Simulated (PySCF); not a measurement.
# C₆ coefficients of unlike pairs at wB97X-V

Calculated with PySCF 2.14 from the dipole response of each species, C₆(A,B) = (3/π) ∫ α_A(iu) α_B(iu) du, in atomic units, from isotropic polarisabilities. For ions this is the dispersion term alone; charge-induced terms of lower order in 1/R come first.

```csv
species,configuration,basis,relativity,α (bohr³),C₆ (like pair)
Ni²⁺,[Ar] 3d8 (3F),"x2c-TZVPPall with one added diffuse shell each of s, p, d, f type (7s6p5d3f1g)",spin-free X2C,3.322,9.261
Al⁺,[Ne] 3s2 (1S),"x2c-QZVPPall with one added diffuse shell each of s, p, d, f type (10s7p5d3f1g)",spin-free X2C,25.15,130.0
Xe⁺,[Kr] 4d10 5s2 5p5 (2P),aug-cc-pwCVTZ-PP with ECP28MDF (8s7p6d4f1g),core potential,18.03,156.9
P,[Ne] 3s2 3p3 (4S),"aug-cc-pV(Q+d)Z with one added diffuse shell each of s, p, d, f, g type (8s7p6d4f3g)",none,26.11,192.6
```

(1) Estimate C₆ for P with Xe⁺.

No spin-orbit coupling is included.

The other pairs:

```
     pair     C₆
   P, Al⁺  156.0
  P, Ni²⁺  36.23
Al⁺, Ni²⁺  27.37
 Xe⁺, Al⁺  130.9
Xe⁺, Ni²⁺  36.35
```

## Answers

(1) The integral gives 168.0. The combination rule 2 C_A C_B / (C_A α_B/α_A + C_B α_A/α_B) gives 167.7 and the geometric mean 173.8.
